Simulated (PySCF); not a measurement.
Ge(NCS)2Cl2, C2Cl2GeN2S2.
SMILES: `S=C=[N][Ge]([Cl])([Cl])[N]=C=S`

Theory: TDDFT wB97X-D/def2-SVPD, vertical, gas phase, core orbitals frozen in the response in PySCF 2.14.0, density-fitted response routines. One conformer (not necessarily the lowest) at the PBE0-D3(BJ)/def2-SVP geometry, without solvent, vibrations or thermal averaging. The geometry optimisation had not met its thresholds, so the values belong to a structure short of the stationary point. The wB97X-D/def2-SVPD calculation is non-relativistic and has no spin–orbit coupling, an omission that weighs most on germanium.

```tsv
state	λ (nm)	E (eV)	f	main configurations (H = HOMO, L = LUMO)
S1	263.4	4.71	0.0002	H→L (46%), H-2→L+2 (23%)
S2	259.8	4.77	0.0008	H-2→L (35%), H→L+2 (29%)
S3	246.5	5.03	0.0061	H-1→L (30%), H→L+1 (28%), H-3→L+2 (17%)
S4	243.8	5.08	0.0009	H-3→L (27%), H-2→L+1 (17%), H-1→L+1 (15%)
S5	241.6	5.13	0.0002	H-1→L+1 (44%), H-3→L+3 (22%), H-2→L+1 (12%)
S6	238.4	5.20	0.0009	H-3→L+1 (55%), H-1→L+3 (26%)
S7	196.8	6.30	0.820	H-1→L (52%), H→L+1 (24%)
S8	190.9	6.49	0.0047	H-2→L (23%), H-4→L (22%), H→L+2 (16%)
S9	190.1	6.52	0.0009	H→L (24%), H-2→L+2 (19%), H→L+4 (17%)
S10	189.0	6.56	0.122	H-3→L (60%), H-2→L+1 (13%)
S11	179.8	6.90	0.036	H-4→L (58%), H-2→L (14%), H→L+2 (10%)
S12	177.6	6.98	0.010	H-5→L (70%)
S13	174.3	7.12	1.158	H→L+1 (33%), H-3→L+2 (32%), H-1→L+4 (19%)
S14	172.1	7.20	0.071	H-7→L (62%), H-4→L+1 (10%)
S15	171.0	7.25	0.0020	H-6→L (75%)
```

Triplets, Tamm–Dancoff:

```json
{"state": "T1", "E (eV)": "4.30", "λ (nm)": "288.7", "main configurations (H = HOMO, L = LUMO)": "H-1→L (30%), H-3→L+2 (26%), H→L+1 (9%)"}
{"state": "T2", "E (eV)": "4.33", "λ (nm)": "286.2", "main configurations (H = HOMO, L = LUMO)": "H-3→L (29%), H-1→L+2 (28%), H-2→L+1 (9%)"}
{"state": "T3", "E (eV)": "4.47", "λ (nm)": "277.6", "main configurations (H = HOMO, L = LUMO)": "H→L (37%), H-2→L+2 (19%), H-2→L (11%)"}
{"state": "T4", "E (eV)": "4.52", "λ (nm)": "274.3", "main configurations (H = HOMO, L = LUMO)": "H-2→L (28%), H→L+2 (24%), H→L (11%)"}
```

The lowest singlet comes at 263 nm (454 kJ/mol) in the ultraviolet; it is dark (f under 0.0005); its leading configuration is HOMO→LUMO (46%). The strongest level in the table is S13 at 7.12 eV (174 nm, f = 1.158). Löwdin shares by element: HOMO sulfur 56%, nitrogen 22% (atoms not listed hold the other 21%); LUMO chlorine 35%, germanium 15%, nitrogen 10% or more (atoms not listed hold the other 40%). Of the 15 states listed, 6 reach f = 0.01 and 2 stay under 0.0005. The oscillator strengths of these states sum to 2.234; summed over the whole spectrum of an exact calculation they would give the number of electrons, 124 (Thomas–Reiche–Kuhn). Weighted by f, the mean energy of these states is 6.77 eV. The vertical ionisation energy (ΔSCF) is 10.12 eV, 2.87 eV above S15. Singlets were solved by full linear response, triplets in the Tamm–Dancoff approximation.

Hardware: one thread, Arm Neoverse V1 (aarch64) (shared host). Cost: 7.1 min wall (grids of density and orbitals included), 1.4 GiB resident at most.
